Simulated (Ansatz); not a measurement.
`CC[SiH](F)[AlH2]` → `[AlH3]` + `CC[Si]F`  (silylene formation by 1,1-elimination)

Gas-phase electronic energies from Ansatz, PBE0-D4/def2-TZVP geometries. CCSD(T)/CBS adds triple-zeta CCSD(T) − MP2 to the extrapolated MP2 energy (def2 sets, frozen cores). This one scheme is used for every species. Functionals use def2-TZVPP. B3LYP here is the variant with VWN-RPA as its local correlation; programs differ in this. Each species was taken in one conformer, which may not be the lowest.

CCSD(T)/CBS gives +1.93 eV.

(1) Another level gave +1.83 eV. Which?
A. PBE-D4/def2-TZVPP
B. B3LYP/def2-TZVPP
C. SCS-MP2/def2-TZVPP
D. B2PLYP/def2-TZVPP

Largest T1 diagnostic among the species: 0.013.

## Answers

(1) D. B2PLYP 1.83, B3LYP 1.74, PBE-D4 1.98, SCS-MP2/def2-TZVPP 1.88 eV.

In def2-TZVPP, CCSD(T) changes the Hartree–Fock value by +0.09 eV (the triples alone add +0.02 eV) and MP2 by +0.18 eV. The D4 term adds +0.11 eV with B3LYP and +0.06 eV with PBE0; it sums over pairs of atoms, weighted by their polarisabilities, and B3LYP, whose exchange is more repulsive, gets the larger term. From PBE to PBE0 (25 % exact exchange), in def2-TZVPP and without D4, ΔE moves by +0.11 eV.
